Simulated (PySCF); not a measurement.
TDDFT excited states: C2H11FSSi3

Compound: C2H11FSSi3.
Numbering: `[CH3:1][C@@H:2]([F:3])[SiH2:4][Si@H:5]([SiH3:6])[SH:7]` (hydrogens: H8, H9, H10 on C1; H11 on C2; H12, H13 on Si4; H14 on Si5; H15, H16, H17 on Si6; H18 on S7)

Computed, not measured: TDDFT wB97X-D/def2-SVPD, vertical, gas phase, core orbitals frozen in the response (PySCF 2.14.0, density-fitted response routines). Isolated species at its GFN2-xTB geometry (one conformer only). Torsions of this conformer, `[CH3:1][C@@H:2]([F:3])[SiH2:4][Si@H:5]([SiH3:6])[SH:7]`: C1–C2–Si4–Si5 -151°, C2–Si4–Si5–Si6 -35°, H–S7–Si5–Si4 -174°.

Task: Predict the UV-vis stick spectrum at this level.

Result: 

```json
{"state": "S1", "E (eV)": "5.33", "E (kJ/mol)": "514", "λ (nm)": "232.7", "f": "0.0051", "main configurations (H = HOMO, L = LUMO)": "H→L (86%), H→L+1 (9%)"}
{"state": "S2", "E (eV)": "5.81", "E (kJ/mol)": "560", "λ (nm)": "213.5", "f": "0.029", "main configurations (H = HOMO, L = LUMO)": "H→L+1 (59%), H→L+2 (21%)"}
{"state": "S3", "E (eV)": "6.14", "E (kJ/mol)": "593", "λ (nm)": "201.8", "f": "0.0089", "main configurations (H = HOMO, L = LUMO)": "H→L+2 (48%), H→L+1 (26%), H→L+5 (8%)"}
{"state": "S4", "E (eV)": "6.55", "E (kJ/mol)": "632", "λ (nm)": "189.4", "f": "0.036", "main configurations (H = HOMO, L = LUMO)": "H-1→L (62%), H-1→L+1 (14%), H-2→L (11%)"}
{"state": "S5", "E (eV)": "6.72", "E (kJ/mol)": "649", "λ (nm)": "184.4", "f": "0.012", "main configurations (H = HOMO, L = LUMO)": "H→L+3 (68%)"}
{"state": "S6", "E (eV)": "6.90", "E (kJ/mol)": "665", "λ (nm)": "179.8", "f": "0.030", "main configurations (H = HOMO, L = LUMO)": "H-1→L+1 (37%), H-1→L (27%), H-2→L (16%)"}
{"state": "S7", "E (eV)": "6.98", "E (kJ/mol)": "674", "λ (nm)": "177.6", "f": "0.158", "main configurations (H = HOMO, L = LUMO)": "H-2→L (54%), H-1→L+1 (26%)"}
{"state": "S8", "E (eV)": "7.08", "E (kJ/mol)": "683", "λ (nm)": "175.1", "f": "0.041", "main configurations (H = HOMO, L = LUMO)": "H→L+5 (51%), H→L+4 (10%)"}
```

Triplets, Tamm–Dancoff:

| state | E (eV) | λ (nm) | main configurations (H = HOMO, L = LUMO) |
| --- | --- | --- | --- |
| T1 | 5.01 | 247.2 | H→L (79%), H→L+1 (12%) |
| T2 | 5.43 | 228.1 | H→L+1 (59%), H→L+2 (15%), H→L (9%) |
| T3 | 5.73 | 216.3 | H-1→L (38%), H→L+2 (22%), H→L+5 (10%) |

The lowest singlet comes at 233 nm (514 kJ/mol) in the ultraviolet; it is weak; its leading configuration is HOMO→LUMO (86%). The strongest level in the table is S7 at 6.98 eV (178 nm, f = 0.158). Löwdin shares by element: HOMO sulfur 67%, silicon 20% or more, hydrogen 6% or more; LUMO silicon 58%, sulfur 11% (atoms not listed hold the other 31%). The listed states span 1.75 eV, and the widest gap between neighbours is 0.48 eV (S1 to S2). The oscillator strengths of these states sum to 0.321; summed over the whole spectrum of an exact calculation they would give the number of electrons, 90 (Thomas–Reiche–Kuhn). Weighted by f, the mean energy of these states is 6.77 eV. No computed singlet lies in the visible range (380 to 750 nm); the lowest, at 233 nm, stands 2.07 eV above its violet end (3.26 eV). Only the lowest 8 singlets were computed, as vertical energies without vibronic structure.
